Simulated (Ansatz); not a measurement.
Reactions of `[OH][GeH2][OH]`.

Isolated molecules relaxed with PBE0-D4/def2-TZVP in Ansatz; ΔE leaves out vibrations. CBS: MP2 limit from def2 TZ/QZ plus the TZ coupled-cluster correction, frozen cores. This one scheme is used for every species, atoms too. Open shells (•) are unrestricted, without spin–orbit coupling. Spin–orbit coupling would lower the free atoms: a little for Cl. For Ge outer-core shells are correlated without core-valence functions, so the limit isn't a true one: a few kJ/mol of doubt a bond, and 10 to 20 or more in all where bonds break to atoms. Scalar relativity is left out up to krypton. One conformer a species, not always the lowest.

(1) Order these by ΔE at CCSD(T)/CBS, lowest first. (Estimate.)
A. `[OH][GeH2][OH]` + `SS` → `[OH][GeH2][S]S` + H₂O
B. `[OH][GeH2][OH]` + `O[SiH2]O` → `[OH][GeH2][SiH](O)O` + H₂O
C. `[OH][GeH2][OH]` + H• → `[O][GeH2][OH]`• + H₂
D. `[OH][GeH2][OH]` + `C[SiH](O)F` → `[OH][GeH2][CH2][SiH](O)F` + H₂O
E. `[OH][GeH2][OH]` + Cl• → `[O][GeH2][OH]`• + HCl
F. `[OH][GeH2][OH]` + `[CH3]`• → `[O][GeH2][OH]`• + CH₄

Largest T1 diagnostic: 0.015, for `[O][GeH2][OH]`•.

Results:

(1) A (-0.23 eV), D (+0.14 eV), B (+0.30 eV), F (+0.53 eV), C (+0.65 eV), E (+0.75 eV).
